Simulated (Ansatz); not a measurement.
Input file for Ansatz (a quantum-chemistry and plane-wave program): R-B97M-V/def2-TZVPP on HI (SMILES I). Elements past Kr take the def2 small-core potentials; no spin–orbit coupling.

Ansatz 0.2 input:
```yaml
crystal:
  periodic: [false, false, false]
  atoms:
    - {symbol: I, position_ang: [0.80772985, 0.00000000, 0.00000000]}
    - {symbol: H, position_ang: [-0.80772985, -0.00000000, -0.00000000]}
basis:
  gaussian:
    orbitals: def2-TZVPP
hamiltonian:
  xc: {name: B97M-V}
scf: {lower_state_search: off}
```

Program output:

```
WARN ansatz: RAYON_NUM_THREADS=4 ignored (pool sized by the plan → 4); use --threads N
Functional definition: B97M-V
these checks for a lower state are left out or cut short: stability, starts, cluster_reference, orbital_swaps, neighbouring_geometries, increment
integrals: 0.02 GiB planned
426 factors; their error is unknown
mean field: 0.22 GiB planned
mean field evaluation 1: about -8116.8059 eV, gradient 6.3e0 eV
mean field evaluation 2: about -8116.7895 eV, gradient 8.6e0 eV
mean field evaluation 4: about -8116.9179 eV, gradient 5.0e-1 eV
mean field evaluation 8: about -8116.9110 eV, gradient 2.4e-3 eV
mean field -8116.91103428 eV, -298.2909786699 hartree, gradient 2.0e-6 eV, S^2 0.000000; 0 other end points of the search recorded, 0 dependent functions left out
reference -8116.91107046 eV, -298.2909799993 hartree; 13, 13 occupied and 51, 51 virtual orbitals, 426 factors
Total energy: -8116.91107046 eV, -298.2909799993 hartree
Checks for a lower state left out: stability, starts, cluster_reference, orbital_swaps, neighbouring_geometries, increment
```

The calculation finished and met its thresholds.

Cost: roughly 0.5 core-seconds.
